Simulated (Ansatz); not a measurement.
FGeH6NOSi (`O[SiH](F)[NH][GeH3]`), 11 atoms. The species carries charge 0 and has multiplicity 1. Correlated methods include outer-core shells of Ge, which these sets cover unevenly. Scalar relativity is left out up to krypton. Hardware: A = 2 threads of an AMD EPYC 7R13 on a shared host; B = 2 threads of an AMD EPYC 7R13 on a shared host and a share of an NVIDIA H100 80 GB. Correlated methods freeze the cores. Open-shell runs search over several starts.

Question: Give the basis size and wall time and peak host memory of each of these runs in Ansatz. UKS PBE-D4/def2-TZVPP energy of the cation [A]; RKS PBE-D4/def2-TZVPP energy and forces [A]; RHF-CCSD(T)/def2-TZVPP energy [B]; RKS B2PLYP (frozen core)/def2-TZVPP energy [A]; UKS PBE0-D4/def2-TZVPP energy of the cation [A]; RKS ωB97M-V/def2-SVP energy [A]; RHF-CCSD(T)/def2-SVP energy [B]; direct RPA on PBE orbitals/def2-TZVPP energy [A]; RKS PBE0-D4/def2-SVP energy [A]; UHF-MP2/def2-QZVPP energy of the cation [B]; UKS r2SCAN-D4/def2-TZVPP energy of the cation [A]; RKS PBE0-D4/def2-QZVPP energy [B]. (Estimate.)

Answer: The calculation gave: Other jobs shared the machine, so times are rough.

| level | job | functions | wall time | peak host memory (GiB) |
| --- | --- | --- | --- | --- |
| RKS PBE0-D4/def2-SVP | energy [A] | 122 | 2.2 s | 0.49 |
| RHF-CCSD(T)/def2-SVP | energy [B] | 122 | 2.9 s | 0.79 |
| RKS PBE-D4/def2-TZVPP | energy and forces [A] | 267 | 4.2 s | 0.41 |
| RKS PBE0-D4/def2-QZVPP | energy [B] | 510 | 6.5 s | 1.1 |
| RHF-CCSD(T)/def2-TZVPP | energy [B] | 267 | 7.5 s | 0.85 |
| RKS ωB97M-V/def2-SVP | energy [A] | 122 | 8 s | 0.49 |
| direct RPA on PBE orbitals/def2-TZVPP | energy [A] | 267 | 8.5 s | 0.69 |
| UHF-MP2/def2-QZVPP | energy of the cation [B] | 510 | 10 s | 1.2 |
| RKS B2PLYP (frozen core)/def2-TZVPP | energy [A] | 267 | 10 s | 0.8 |
| UKS PBE-D4/def2-TZVPP | energy of the cation [A] | 267 | 13 s | 0.61 |
| UKS PBE0-D4/def2-TZVPP | energy of the cation [A] | 267 | 13 s | 1.1 |
| UKS r2SCAN-D4/def2-TZVPP | energy of the cation [A] | 267 | 22 s | 0.66 |
